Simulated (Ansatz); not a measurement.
One change: `[NH2][GaH][CH2]F` becomes `NBCF`.

Ansatz, PBE0-D4/def2-TZVP geometries, multiplicity 1. Each molecule was computed in one conformer, which needn't be the lowest.

Scalar relativity is left out up to krypton.

```tsv
property	`[NH2][GaH][CH2]F`
size of the dipole moment (ωB97M-V/def2-TZVPP) / D	2.49
size of the dipole moment (B3LYP/def2-TZVPP) / D	2.55
size of the dipole moment (PBE/def2-TZVPP) / D	2.51
HOMO–LUMO gap (PBE0/def2-TZVPP) / eV	6.90
LUMO energy (B3LYP/def2-TZVPP) / eV	-0.86
HOMO energy (PBE0/def2-TZVPP) / eV	-7.47
```

What does the change do to each property? (Estimate.)

Ansatz gave: 
```tsv
property	`NBCF`	shift
size of the dipole moment (ωB97M-V/def2-TZVPP) / D	1.48	-1.01
size of the dipole moment (B3LYP/def2-TZVPP) / D	1.49	-1.06
size of the dipole moment (PBE/def2-TZVPP) / D	1.44	-1.07
HOMO–LUMO gap (PBE0/def2-TZVPP) / eV	9.07	2.17
LUMO energy (B3LYP/def2-TZVPP) / eV	0.23	1.09
HOMO energy (PBE0/def2-TZVPP) / eV	-8.59	-1.12
```

With PBE0 the HOMO falls by 1.12 eV and the LUMO rises by 1.05 eV, so the gap widens by about 2.17 eV. PBE moves the HOMO by -0.87 eV and ωB97M-V by -1.12 eV. Dipoles are sizes alone; their direction can turn.

B3LYP here is the variant with VWN-RPA as its local correlation; programs differ in this.
